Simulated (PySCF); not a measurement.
## H₂TaN + NH₃ → TaH₅ + N₂

Level: PBE0 in the def2-TZVP basis family, computed in PySCF with density fitting; scalar-relativistic core potentials for atoms from Rb on, none lighter, no spin–orbit coupling; open shells unrestricted.

| species | state and structure | ZPE (kJ/mol) | H(298 K) − H(0) (kJ/mol) | S° (J/(mol K)) |
| --- | --- | --- | --- | --- |
| H₂TaN | singlet, Cs, Ta–H 1.774 Å (×2), Ta–N 1.679 Å; H–Ta–H 104.5°, H–Ta–N 98.4° (×2) | 39.8 | 11.2 | 267.3 |
| NH₃ | singlet, C3v, N–H 1.013 Å (×3); H–N–H 107.1° (×3) | 90.6 | 10.0 | 192.4 |
| TaH₅ | singlet, C4v, Ta–H 1.754 Å (×4), Ta–H 1.790 Å; H–Ta–H 77.3° (×4), H–Ta–H 118.0° (×4), H–Ta–H 124.0° (×2) | 83.0 | 13.8 | 261.6 |
| N₂ | singlet, D∞h, N–N 1.089 Å | 14.9 | 8.7 | 191.4 |

**Question.** Is the gas-phase reaction uphill or downhill in electronic energy at this level, and by how much?

**Answer.** At PBE0/def2-TZVP, ΔE = 26.4 kJ/mol, uphill. 

**Question.** Add zero-point, thermal and entropy terms for 298.15 K and 1 bar.

**Answer.** ΔZPE = -32.5 and Δ[H(298) − H(0)] = 1.3 kJ/mol give ΔH° = -4.8 kJ/mol. ΔS° = -6.7 J/(mol K), so ΔG° = -4.8 − 298.15 × (-0.0067) = -3 kJ/mol and log₁₀K = 0.5.

Spin–orbit coupling can matter for H₂TaN, TaH₅ and is left out. The structures come from searches over a few start shapes, so lower isomers are not excluded.
